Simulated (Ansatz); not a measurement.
Reactions of F₃In, SMILES `[F][In]([F])[F]`.

Isolated molecules relaxed with PBE0-D4/def2-TZVP in Ansatz; ΔE leaves out vibrations. CBS: MP2 limit from def2 TZ/QZ plus the TZ coupled-cluster correction, frozen cores. This one scheme is used for every species. def2 core potentials past Kr. For Ge, In, Se, Y outer-core shells are correlated without core-valence functions, which leaves a few kJ/mol of doubt a bond. Scalar relativity is left out up to krypton. Each species was taken in one conformer, which may not be the lowest.

(1) Order these by ΔE at CCSD(T)/CBS, lowest first. (Best estimate.)
A. `[F][In]([F])[F]` + `CS[SiH](Cl)Cl` → `C[S][In]([F])[F]` + `F[SiH](Cl)Cl`
B. `[F][In]([F])[F]` + `N=C=C([SiH3])[SeH]` → `[F][In]([F])[SiH3]` + `N=C=C(F)[SeH]`
C. `[F][In]([F])[F]` + `CC` → `C[CH2][In]([F])[F]` + H–F
D. `[F][In]([F])[F]` + `C[CH]([AlH2])CO` → `O[CH2][In]([F])[F]` + `C[CH](F)[AlH2]`
E. `[F][In]([F])[F]` + `[NH2][Y]([OH])[F]` → `[OH][In]([F])[F]` + `[NH2][Y]([F])[F]`
F. `[F][In]([F])[F]` + `O=C=[N][Ge]([F])([F])[F]` → `O=C=[N][In]([F])[F]` + `[F][Ge]([F])([F])[F]`
G. `[F][In]([F])[F]` + `C[Se][Ge]([CH3])([F])[Cl]` → `C[Se][In]([F])[F]` + `[CH3][Ge]([F])([F])[Cl]`

Largest T1 diagnostic: 0.018, for `O=C=[N][In]([F])[F]`.

Results:

(1) A (-130.5 kJ/mol), G (-85.4 kJ/mol), E (-39.5 kJ/mol), F (-22.1 kJ/mol), C (+30.9 kJ/mol), D (+113.9 kJ/mol), B (+123.7 kJ/mol).
